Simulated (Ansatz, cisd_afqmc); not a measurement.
System: InCl₂, charge 1, singlet. InCl2+ (SMILES [Cl][In+][Cl]).
B3LYP-D3(BJ)/def2-TZVP minimum from Ansatz (a program for electronic structure):
```
In
Cl 1 2.2242
Cl 1 2.2242 2 180.00
```
Charge +1, spin multiplicity 1.

Total energies in def2-SVP, 16 correlated electrons, 19 frozen orbitals. UHF or UKS for unpaired electrons; spin-orbit terms are left out. Cores are frozen in correlated methods (noble-gas shells, and filled d and f shells in the p block). Past Kr the def2 sets carry scalar-relativistic core potentials. AFQMC/CISD: phaseless, guided by CISD from CCSD amplitudes; bars are statistical, one sigma. Outlying blocks are dropped, and bars are widened where a walk drifts. Over all cases where full CI ran beside it in this data, AFQMC minus full CI had a median of +0.1 mEh and passed +0.4 mEh in a tenth of the cases. Spin-orbit terms, left out, reach several kcal/mol for Br and I, and more for heavier atoms. The spin of Cl2In+ ([Cl][In+][Cl], singlet) was assumed, and the state is the lowest solution found for it.

```
method         program          energy (Eh)  minus CCSDTQ (mEh)
----------  ----------  -------------------  ------------------
HF              Ansatz          -1107.72806              336.68
MP2             Ansatz          -1108.02906               35.69
CCSD            Ansatz          -1108.05489                9.86
CCSD(T)         Ansatz          -1108.06316                1.58
CCSDT(Q)        Ansatz          -1108.06478               -0.03
CCSDTQ          Ansatz          -1108.06475                0.00
AFQMC/CISD  cisd_afqmc  -1108.0642 ± 0.0003           0.6 ± 0.3
```

Rough core times of Ansatz's runs on a shared machine: CCSD(T) under 20 s, CCSDT(Q) 50 s, CCSDTQ 40 min.
